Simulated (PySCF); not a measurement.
Species: C5H13FO2Si2.
Numbering: `[CH3:1][CH2:2][O:3][Si@@H:4]1[CH2:5][C@H:6]([CH2:7][F:8])[SiH2:9][O:10]1` (hydrogens: H11, H12, H13 on C1; H14, H15 on C2; H16 on Si4; H17, H18 on C5; H19 on C6; H20, H21 on C7; H22, H23 on Si9)

Method: PBE0-D3(BJ)/def2-SVP geometry optimisation, gas phase in PySCF 2.14.0.

Task: What internal coordinates does the optimisation give?

Result: 
```csv
bond,length (Å),order
C1–C2,1.514,single
C2–O3,1.412,single
O3–Si4,1.652,single
Si4–C5,1.879,single
C5–C6,1.545,single
C6–C7,1.514,single
C7–F8,1.376,single
C6–Si9,1.914,single
Si9–O10,1.678,single
Si4–O10,1.677,single
"C1–H11, C1–H12, C1–H13",1.101,single
C2–H14,1.103,single
C2–H15,1.106,single
Si4–H16,1.491,single
C5–H17,1.103,single
C5–H18,1.104,single
C6–H19,1.106,single
C7–H20,1.105,single
C7–H21,1.105,single
Si9–H22,1.493,single
Si9–H23,1.490,single
```

Bonds in one row agree within 0.01 Å and their mean is given. Orders are formal, as drawn. A selection of angles:
```csv
angle,degrees
C1–C2–O3,111.8
C2–O3–Si4,125.7
O3–Si4–C5,109.0
O3–Si4–O10,111.5
C5–Si4–O10,101.1
Si4–C5–C6,108.6
C5–C6–C7,112.9
C5–C6–Si9,106.3
C7–C6–Si9,115.7
C6–C7–F8,110.2
C6–Si9–O10,100.2
Si4–O10–Si9,115.4
```

Dihedral angles: C1–C2–O3–Si4 92° (anticlinal); C2–O3–Si4–C5 174° (antiperiplanar); O3–Si4–C5–C6 -139° (anticlinal); Si4–C5–C6–C7 157° (antiperiplanar); C5–C6–C7–F8 -63° (synclinal); C5–C6–Si9–O10 -27° (synperiplanar); C6–Si9–O10–Si4 13° (synperiplanar); O3–Si4–O10–Si9 118° (anticlinal).

The C–C distances run from 1.514 Å (C6–C7, drawn single) to 1.545 Å (C5–C6, drawn single), a spread of 0.031 Å. The C–Si distances run from 1.879 Å (Si4–C5, drawn single) to 1.914 Å (C6–Si9, drawn single), a spread of 0.035 Å. The 3 O–Si bonds span 1.652 Å (O3–Si4, drawn single) to 1.678 Å (Si9–O10, drawn single), a spread of 0.026 Å. Si9 (oxygen-bound silicon) is distorted tetrahedral (angles from 100.2° to 113.9°). Si4 (oxygen-bound silicon) is distorted tetrahedral (angles from 101.1° to 116.6°). Of the pairs four or more bonds apart, F8···H18 is among the closest relative to their van der Waals radii: 2.54 Å, 95 % of the sum of Bondi's values. The 5-membered ring Si4–C5–C6–Si9–O10 has internal angles of 100.2° to 115.4°; it is puckered, 0.14 Å rms from its mean plane, widest ring torsion 29°.

Point group: C1 (no symmetry element, even within 0.4 Å). No PBE0-D3(BJ)/def2-SVP frequencies stand behind this structure, so it isn't proved a minimum. The numbers are those of one conformer.

Rough CPU time on one thread of a shared machine: about 7 min. This is the geometry optimisation.
